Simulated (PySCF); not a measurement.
# Br (bromine, neutral): UHF calculation

Configuration: [Ar] 3d10 4s1 4p5 5s1, high-spin 4P determinant (an excited configuration). Computed with PySCF 2.14 in aug-cc-pVQZ-PP with ECP10MDF (7s6p5d3f2g, 89 functions), with a scalar-relativistic core potential.

| Item | Value |
| --- | --- |
| Total energy | -414.702439 hartree |
| One-electron energy | -722.9826 hartree |
| Hartree (Coulomb) energy | 337.8398 hartree |
| Exchange energy | -29.5596 hartree |
| ⟨S²⟩ | 3.7628 |
| ⟨L²⟩ | 2.052 |
| Sum of ⟨r⟩ | 26.93 bohr |
| Sum of ⟨r²⟩ | 61.01 bohr² |
| Traceless quadrupole moment −½Σ⟨3z² − r²⟩ along its main axis | 0.178 e·bohr² |

```tsv
shell	electrons	mean orbital energy (hartree)	spread (hartree)	rms radius, mean of both spins (bohr)
3s α	1	-10.14955	0	0.590
3s β	1	-10.10130	0	0.590
3p α	3	-7.89441	0.02228	0.609
3p β	3	-7.86353	0.00202	0.609
3d α	5	-3.44025	0.02076	0.642
3d β	5	-3.41989	0.00940	0.642
4s α	1	-1.33939	0	1.74
4p α	3	-0.69591	0.06382	2.14
4p β	2	-0.52060	0	2.14
5s α	1	-0.12855	0	5.30
```

Energies and moments cover only the electrons outside the core potential. The outer electron is Rydberg-like, and this basis confines it to a smaller radius and binds it less than a complete one would.
